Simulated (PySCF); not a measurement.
# Fractional electron number in Pd⁺ (palladium, charge +1)

The 4d beta orbital of [Kr] 4d9 is emptied in steps (occupation f), with all orbitals relaxed, ending at [Kr] 4d8. Calculation: PySCF 2.14, in aug-cc-pVTZ-PP with ECP28MDF (6s6p5d3f2g, 88 functions); scalar relativity through the core potential. The exact energy is a straight line in f; departures are measured from the line between the end points of the same method.

**Question.** Among UHF, LDA, PBE, which shows the largest delocalisation error (convex curve), and which is closest to linear?

**Answer.** Most convex: LDA (-1.523 eV at f = 0.5); closest to linear: UHF (0.484 eV).

| f | UHF (eV) | LDA (eV) | PBE (eV) |
| --- | --- | --- | --- |
| 1 | 0.000 | 0.000 | 0.000 |
| 0.9 | 0.188 | -0.539 | -0.524 |
| 0.7 | 0.422 | -1.269 | -1.231 |
| 0.5 | 0.484 | -1.523 | -1.476 |
| 0.3 | 0.393 | -1.288 | -1.247 |
| 0.1 | 0.163 | -0.556 | -0.537 |
| 0 | 0.000 | 0.000 | 0.000 |

```
method  E(f=0) − E(f=1) (eV)  −ε at f=1 (eV)  −ε at f=0.5 (eV)
   UHF                17.365          19.492            17.279
   LDA                20.172          14.211            20.114
   PBE                19.680          13.887            19.634
```

Reference removal energy between the ground levels: 19.43 ± 0.12 eV (semi-empirical (NIST evaluation); NIST Atomic Spectra Database, ionization energies). The calculation has no spin-orbit coupling. The determinant left behind need not be the lowest term of the ion. UHF lacks correlation.
